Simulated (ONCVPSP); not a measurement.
**What the settings do to the ONCV potential of Rh**

Base potential:

ONCVPSP 4.0.1 input, shortened (lines: element, Z, core and valence counts, functional; n l f; lmax; l rc ep ncon nbas qcut; lloc lpopt rc5 dvloc0; l nproj debl; icmod fcfact rcfact), PBE, fully relativistic:

```
  Rh 45.00    6    4        4      upf
    1    0    2.00
    2    0    2.00
    2    1    6.00
    3    0    2.00
    3    1    6.00
    3    2   10.00
    4    0    2.00
    4    1    6.00
    4    2    8.00
    5    0    1.00
    2
    0    1.50    0.00    4    8    6.00
    1    1.15    0.00    4    7    7.40
    2    2.15    0.00    4    9    7.90
    4    5    0.90    3.00
    0    3    2.70
    1    3    1.30
    2    2    1.20
    0    0.00    0.00
```

Open shells are filled in proportion to 2j + 1.

In the p channel the program set the typed energies aside and used -1.807, 0.250, 1.550 Ha (j = l + 1/2; the other j can differ).

All-electron outer shells of the reference configuration (PBE, scalar-relativistic, ld1.x):

```json
{"shell": "3d", "level (eV)": "-300.61", "outermost node (bohr)": "–", "outermost maximum (bohr)": "0.29"}
{"shell": "4s", "level (eV)": "-82.49", "outermost node (bohr)": "0.47", "outermost maximum (bohr)": "0.88"}
{"shell": "4p", "level (eV)": "-50.42", "outermost node (bohr)": "0.47", "outermost maximum (bohr)": "0.94"}
{"shell": "4d", "level (eV)": "-5.94", "outermost node (bohr)": "0.46", "outermost maximum (bohr)": "1.14"}
{"shell": "5s", "level (eV)": "-4.30", "outermost node (bohr)": "1.19", "outermost maximum (bohr)": "2.63"}
```

Cutoffs, loose and tight: the cutoffs (Ha) at which the residual kinetic energy of the hardest occupied pseudo-wave falls to 1 and 0.1 mHa per electron. They do not see the model core or the augmentation charge, which bear on the density cutoff. Test errors are all-electron minus pseudo excitation energies from the reference, over the configurations 4s2 4p6 4d8 5s0; 4s2 4p6 4d7 5s0; 4s2 4p6 4d6 5s0; 4s2 4p6 4d9 5s0. A dash means not determined; rows that change the core or the reference have their own tests.

A true bound ghost makes a file unfit for plane-wave use even where its test errors are small: the radial tests pick states by their node count and pass the ghost by.

| change | outcome | cutoff, loose | cutoff, tight | bound ghosts | GHOST(+) flags above zero | largest test error (meV) |
| --- | --- | --- | --- | --- | --- | --- |
| base | generated, projector energies reset by the program | 84 Ha | 110 Ha | p3/2 | s, p1/2 | +29 |
| d: rc 1.58 | generated, projector energies reset by the program | 84 Ha | 110 Ha | p3/2 | s, p1/2 | +4.3 |
| d: rc 1.8 | generated, projector energies reset by the program | 84 Ha | 110 Ha | p3/2 | s, p1/2 | +8.0 |
| d: rc 2.16 | generated, projector energies reset by the program | 84 Ha | 110 Ha | p3/2 | s, p1/2 | +30 |
| d: rc 2.5 | generated, projector energies reset by the program | 84 Ha | 110 Ha | p3/2 | s, p1/2 | +76 |
| d: rc 2.7 | generated, projector energies reset by the program | 84 Ha | 110 Ha | p3/2 | s, p1/2 | +119 |
| d: rc 3.1 | generated, projector energies reset by the program | 84 Ha | 110 Ha | p3/2 | s, d5/2, p1/2, d3/2 | +187 |

Reading the sweep of the d radius (base included, trends over the rows without a ghost): Bound ghosts are found at 1.58, 1.8, 2.15, 2.16, 2.5, 2.7, 3.1 bohr. Every judged row has one, so this setting neither creates nor removes them.
